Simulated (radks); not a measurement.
Cd+, 47 electrons, occupied as [Kr] 4d10 5s1. Calculated with a radial shooting solver on a logarithmic mesh with Libxc functionals: Dirac Kohn-Sham, HCTH/407, spin-unpolarised, spherical densities, point nucleus.

Radial electron density D(r) = 4 pi r^2 rho(r):

| r (bohr) | D(r) (e/bohr) |
|---|---|
| 0.001205 | 1.882 |
| 0.001392 | 2.421 |
| 0.001607 | 3.106 |
| 0.001856 | 3.971 |
| 0.002144 | 5.059 |
| 0.002476 | 6.417 |
| 0.002859 | 8.100 |
| 0.003302 | 10.17 |
| 0.003813 | 12.68 |
| 0.004404 | 15.69 |
| 0.005046 | 19.03 |
| 0.005827 | 23.13 |
| 0.00673 | 27.79 |
| 0.007772 | 32.94 |
| 0.008976 | 38.47 |
| 0.01037 | 44.15 |
| 0.01197 | 49.68 |
| 0.01383 | 54.68 |
| 0.01597 | 58.70 |
| 0.01844 | 61.34 |
| 0.0213 | 62.30 |
| 0.02459 | 61.54 |
| 0.0284 | 59.37 |
| 0.0328 | 56.56 |
| 0.03788 | 54.22 |
| 0.04375 | 53.60 |
| 0.05053 | 55.67 |
| 0.05835 | 60.60 |
| 0.06739 | 67.43 |
| 0.07783 | 74.06 |
| 0.08989 | 77.89 |
| 0.103 | 77.15 |
| 0.1189 | 71.55 |
| 0.1374 | 63.14 |
| 0.1586 | 55.78 |
| 0.1832 | 53.02 |
| 0.2116 | 55.69 |
| 0.2443 | 60.87 |
| 0.2822 | 63.39 |
| 0.3259 | 59.15 |
| 0.3764 | 48.09 |
| 0.4346 | 34.33 |
| 0.502 | 23.36 |
| 0.5797 | 18.34 |
| 0.6695 | 18.42 |
| 0.7732 | 20.17 |
| 0.893 | 20.37 |
| 1.031 | 17.98 |
| 1.191 | 13.92 |
| 1.375 | 9.668 |
| 1.588 | 6.204 |
| 1.835 | 3.788 |
| 2.102 | 2.318 |
| 2.427 | 1.356 |
| 2.803 | 0.7767 |
| 3.237 | 0.4299 |
| 3.739 | 0.2250 |
| 4.318 | 0.1065 |
| 4.987 | 0.04218 |
| 5.759 | 0.01304 |
| 6.651 | 0.003082 |
| 7.681 | 0.0005483 |

D(r) has 4 maxima, at r = 0.0215, 0.0943, 0.280, 0.844 bohr, and minima at 0.0424, 0.183, 0.618 bohr, inside which lie 2.04, 11.21, 29.01 electrons.
